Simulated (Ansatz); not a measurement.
Gas-phase electronic energies from Ansatz, PBE0-D4/def2-TZVP geometries. CCSD(T)/CBS adds triple-zeta CCSD(T) − MP2 to the extrapolated MP2 energy (def2 sets, frozen cores). This one scheme is used for every species. Double bonds are as drawn, so ΔE can hold a change between cis and trans. DFT in def2-TZVPP. For As outer-core shells are correlated without core-valence functions, which leaves a few kJ/mol of doubt a bond. Scalar relativity is left out up to krypton. One conformer a species, not always the lowest.

Reaction (formal exchange of groups at the As–N bond): `O/C=N/[AsH2]` + `C[SiH3]` → `[SiH3][AsH2]` + `C/N=C/O`

`O/C=N/[AsH2]`:

Cartesian coordinates in Å:
```
O 1.704 0.948 -1.069
C 0.946 0.054 -0.427
N -0.216 0.324 -0.022
As -1.095 -1.079 0.852
H 1.181 1.762 -1.131
H 1.482 -0.895 -0.324
H -2.413 -0.891 0.108
H -1.589 -0.222 2.012
```

`C[SiH3]`:

```xyz
8

C     0.069    0.985    0.019
Si   -0.061   -0.881   -0.017
H     1.085    1.307   -0.218
H    -0.189    1.372    1.007
H    -0.609    1.435   -0.709
H     0.293   -1.407   -1.364
H    -1.447   -1.318    0.303
H     0.861   -1.492    0.978
```

`[SiH3][AsH2]`:

```xyz
7

Si   -0.766   -0.336    0.207
As    1.576   -0.019    0.107
H    -1.185   -0.256    1.631
H    -1.074   -1.695   -0.309
H    -1.530    0.666   -0.580
H     1.438    1.478    0.348
H     1.541    0.163   -1.404
```

`C/N=C/O`:

```xyz
9

C    -0.260    0.447   -1.214
N    -0.541    0.059    0.143
C     0.407   -0.356    0.849
O     0.249   -0.740    2.122
H    -0.545    1.491   -1.365
H     0.796    0.332   -1.496
H    -0.866   -0.151   -1.900
H     1.449   -0.456    0.531
H    -0.689   -0.625    2.330
```

| level | ΔE (kJ/mol) |
| --- | --- |
| PBE-D4 | -5.8 |
| B97M-V | 7.0 |
| PBE0-D4 | -6.9 |
| CAM-B3LYP-D4 | 2.1 |
| PBE0 | -7.3 |
| BHLYP | 0.5 |
| MP2/def2-TZVPP | 7.8 |
| SCS-MP2/def2-TZVPP | 8.7 |

Question: What does CCSD(T)/CBS give? (Estimate.)

Answer: Ansatz gave: +0.6 kJ/mol. The listed levels differ from it by -6.4, 6.4, -7.5, 1.5, -7.9, -0.1, 7.2, 8.1 kJ/mol.

Largest T1 diagnostic among the species: 0.014.

At CCSD(T), def2-SVP lies −13.5 kJ/mol from the extrapolated value and def2-TZVPP +2.7 kJ/mol. Leaving LDA and LC-ωPBE aside and taking each functional with its dispersion term where it has one, the values, not all of them listed here, spread over 13.9 kJ/mol, from HSE06-D4 to B97M-V. LDA lies −6.1 kJ/mol from PBE without D4.

CCSD(T)/CBS has its own doubt, a few kJ/mol and more with outer-core shells, so smaller differences from it don't rank the levels.
